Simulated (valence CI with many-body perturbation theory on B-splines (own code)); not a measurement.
**Er LIV: calculated level list**

Level of theory: relativistic CI+MBPT: five valence electrons over a frozen Dirac-Fock core [Ne], a basis of 11 s, 11 p, 10 d, 8 f, 5 g, 2 h functions for each j, with the one-electron correlation potential Σ1, the two-electron term Σ2, the three-electron term Σ3, Breit, model QED; selected CI, second order for the rest, scaled by the run's own slope (own B-spline code, finite nucleus).

The last digits are not significant, and no measured levels were compared; by estimate large intervals hold to a few tenths of a per cent, small ones and those within an open d or f shell to about a per cent. Among the levels kept, up to 3000 cm⁻¹ of a level comes from second order outside the variational space, and about a tenth of that is noise between levels of different J, which matters for small intervals.

Levels 46 to 90 of 166, with energies above the lowest level, (3s^2 3p1/2^2 3p3/2) J=3/2. "Leading %" is the weight of the configuration and term that name the level; weights of strongly mixed levels are sums over their largest components and can fall short. In the jj column 3d3/2^4 stands for four electrons in 3d with j = 3/2. Lifetimes count E1, E2, E3, M1 and M2 decay at the calculated energies, and are blank where another channel may lead or the interval is too uncertain; long ones can be off by a factor of two.

```tsv
No.	Configuration	Term	J	E (eV)	Leading %	g	Lifetime	Leading jj
46	3s3p³3d	²P°	3/2	685.31	15	1.157	656 fs	3s 3p1/2^2 3p3/2 3d5/2 (55 %)
47	3s²3p3d²	⁴F°	3/2	688.27	20	0.967	392 fs	3s^2 3p1/2 3d3/2^2 (56 %)
48	3s²3p²3d	²D	5/2	693.48	28	1.171	581 fs	3s^2 3p3/2^2 3d3/2 (86 %)
49	3s²3p²3d	²F	7/2	693.50	47	1.106	838 fs	3s^2 3p3/2^2 3d3/2 (96 %)
50	3s²3p²3d	⁴P	3/2	696.33	23	1.186	406 fs	3s^2 3p3/2^2 3d3/2 (76 %)
51	3s²3p²3d	⁴P	1/2	697.55	39	1.631	384 fs	3s^2 3p3/2^2 3d3/2 (78 %)
52	3s²3p3d²	⁴G°	7/2	703.43	56	1.022	4.37 ps	3s^2 3p1/2 3d3/2 3d5/2 (94 %)
53	3s²3p3d²	²D°	5/2	706.97	24	1.067	3.57 ps	3s^2 3p1/2 3d3/2 3d5/2 (94 %)
54	3s²3p3d²	⁴D°	3/2	712.83	41	1.189	3.02 ps	3s^2 3p1/2 3d3/2 3d5/2 (91 %)
55	3s²3p²3d	²D	3/2	712.96	68	0.839	602 fs	3s^2 3p3/2^2 3d3/2 (89 %)
56	3s²3p3d²	⁴P°	1/2	714.21	44	1.817	3.90 ps	3s^2 3p1/2 3d3/2 3d5/2 (93 %)
57	3s²3p3d²	²H°	9/2	716.34	46	1.032	5.02 ps	3s^2 3p1/2 3d3/2 3d5/2 (96 %)
58	3s²3p²3d	²F	7/2	723.19	51	1.231	110 ps	3s^2 3p3/2^2 3d5/2 (98 %)
59	3s²3p²3d	⁴F	9/2	725.19	61	1.238	5.71 ns	3s^2 3p3/2^2 3d5/2 (98 %)
60	3s²3p²3d	²P	1/2	732.26	53	1.254	19.1 ps	3s^2 3p3/2^2 3d5/2 (94 %)
61	3s²3p3d²	⁴D°	5/2	743.03	25	1.159	369 fs	3s^2 3p1/2 3d3/2 3d5/2 (82 %)
62	3s²3p3d²	²F°	7/2	745.34	36	1.163	499 fs	3s^2 3p1/2 3d3/2 3d5/2 (81 %)
63	3s²3p3d²	⁴D°	3/2	751.22	22	1.336	351 fs	3s^2 3p1/2 3d3/2 3d5/2 (82 %)
64	3s²3p²3d	²D	5/2	752.19	76	1.200	676 ps	3s^2 3p3/2^2 3d5/2 (98 %)
65	3s²3p²3d	²P	3/2	764.07	42	1.181	1.93 ps	3s^2 3p3/2^2 3d5/2 (93 %)
66	3s²3p²3d	²D	5/2	769.15	52	1.168	1.54 ps	3s^2 3p3/2^2 3d5/2 (92 %)
67	3s²3p3d²	²F°	7/2	775.32	28	1.209	2.26 ps	3s^2 3p1/2 3d5/2^2 (83 %)
68	3s²3p3d²	⁴G°	9/2	776.49	28	1.117	3.65 ps	3s^2 3p1/2 3d5/2^2 (92 %)
69	3s²3p3d²	²P°	3/2	784.38	26	1.334	2.05 ps	3s^2 3p1/2 3d5/2^2 (91 %)
70	3s²3p3d²	²F°	5/2	784.68	38	1.099	2.60 ps	3s^2 3p1/2 3d5/2^2 (93 %)
71	3p⁵	²P°	3/2	790.20	21	1.239	2.31 ps	3s 3p1/2 3p3/2^2 3d3/2 (70 %)
72	3s3p²3d²	⁴F	3/2	791.64	41	0.424	16.9 ps	3s 3p1/2^2 3d3/2^2 (95 %)
73	3s3p³3d	⁴F°	5/2	800.69	36	1.219	2.94 ps	3s 3p1/2 3p3/2^2 3d3/2 (90 %)
74	3s3p²3d²	⁴F	5/2	800.72	25	1.061	16.5 ps	3s 3p1/2^2 3d3/2^2 (93 %)
75	3s3p³3d	⁶D°	1/2	800.86	39	1.980	2.08 ps	3s 3p1/2 3p3/2^2 3d3/2 (92 %)
76	3s²3p3d²	²P°	1/2	807.07	65	0.658	2.37 ps	3s^2 3p1/2 3d5/2^2 (85 %)
77	3p⁵	²P°	3/2	810.56	45	1.274	803 fs	3p1/2^2 3p3/2^3 (45 %)
78	3s3p³3d	⁴G°	7/2	811.13	30	1.192	2.40 ps	3s 3p1/2 3p3/2^2 3d3/2 (92 %)
79	3s3p²3d²	⁴P	1/2	818.29	46	2.427	13.9 ps	3s 3p1/2^2 3d3/2^2 (92 %)
80	3s3p³3d	⁴G°	9/2	824.48	42	1.154	2.43 ps	3s 3p1/2 3p3/2^2 3d3/2 (94 %)
81	3s3p³3d	⁴F°	3/2	830.89	42	0.805	1.01 ps	3s 3p1/2 3p3/2^2 3d3/2 (87 %)
82	3s3p³3d	⁴P°	5/2	837.06	29	1.349	636 fs	3s 3p1/2 3p3/2^2 3d3/2 (87 %)
83	3s3p³3d	⁴D°	7/2	837.57	35	1.236	775 fs	3s 3p1/2 3p3/2^2 3d3/2 (80 %)
84	3s3p³3d	⁴D°	1/2	839.73	55	0.630	831 fs	3s 3p1/2 3p3/2^2 3d3/2 (79 %)
85	3s3p³3d	⁴P°	3/2	845.15	31	1.473	500 fs	3s 3p1/2 3p3/2^2 3d3/2 (88 %)
86	3s3p³3d	⁶D°	9/2	850.43	42	1.357	4.15 ps	3s 3p1/2 3p3/2^2 3d5/2 (96 %)
87	3s3p³3d	⁴F°	3/2	850.54	33	0.877	580 fs	3s 3p1/2 3p3/2^2 3d3/2 (93 %)
88	3s3p³3d	²F°	5/2	850.66	25	1.036	712 fs	3s 3p1/2 3p3/2^2 3d3/2 (93 %)
89	3s3p³3d	²G°	7/2	852.00	49	1.107	668 fs	3s 3p1/2 3p3/2^2 3d3/2 (71 %)
90	3s3p²3d²	⁴F	7/2	855.07	28	1.233	5.48 ps	3s 3p1/2^2 3d3/2 3d5/2 (94 %)
```
